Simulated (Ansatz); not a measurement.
The lowest singlet and triplet of C4H4 (SMILES C1=CC=C1); geometries from B3LYP-D3(BJ)/def2-TZVP, each state relaxed from the structure named, with no frequency check.
Singlet (charge 0, multiplicity 1):
```xyz
8

C      1.0215    -0.1397     0.0194
C      0.3074     0.9791     0.1012
C     -1.0215     0.1397    -0.0194
C     -0.3074    -0.9791    -0.1012
H      2.0744    -0.3774     0.0307
H      0.5391     2.0281     0.2065
H     -2.0744     0.3774    -0.0307
H     -0.5391    -2.0281    -0.2065
```
Triplet (charge 0, multiplicity 3):
```xyz
8

C      0.9918    -0.2225     0.0107
C      0.2204     0.9874     0.0992
C     -0.9918     0.2225    -0.0107
C     -0.2204    -0.9874    -0.0992
H      2.0437    -0.4584     0.0221
H      0.4541     2.0346     0.2044
H     -2.0437     0.4584    -0.0221
H     -0.4541    -2.0346    -0.2044
```

A positive gap puts the triplet lower; no zero-point energy. R- takes a restricted singlet. U- takes an unrestricted singlet (broken symmetry where lower, unprojected). The triplet is unrestricted in single-reference levels. Active spaces average the two states.

Frozen-core correlation.

Codes used: Ansatz (Gaussian orbitals). Values without a source in brackets are computed.

```tsv
level	gap E(singlet) − E(triplet), adiabatic (eV)
R-r2SCAN/def2-TZVPP	0.051
R-wB97X-V/def2-TZVPP	-0.366
U-wB97X-V/def2-TZVPP	-0.366
U-wB97M-V/def2-TZVPP	-0.445
R-MP2/cc-pVDZ	-0.357
R-SCS-MP2/cc-pVDZ	-0.486
SA-CASSCF(4,4)/cc-pVDZ	-0.604
SA-CASSCF(4,4)/cc-pVTZ	-0.639
FIC-MRCISD+Q on SA-CASSCF(4,4)/cc-pVTZ	[?]
```

**Question.** What belongs in the gaps?

**Answer.** 
- FIC-MRCISD+Q on SA-CASSCF(4,4)/cc-pVTZ, gap E(singlet) − E(triplet), adiabatic (eV): -0.589

Doubts at one or more of the structures used: a restricted determinant that unrestricted orbitals would lower (R-r2SCAN/def2-TZVPP, R-MP2/cc-pVDZ, R-SCS-MP2/cc-pVDZ).

Ansatz is an electronic-structure program.
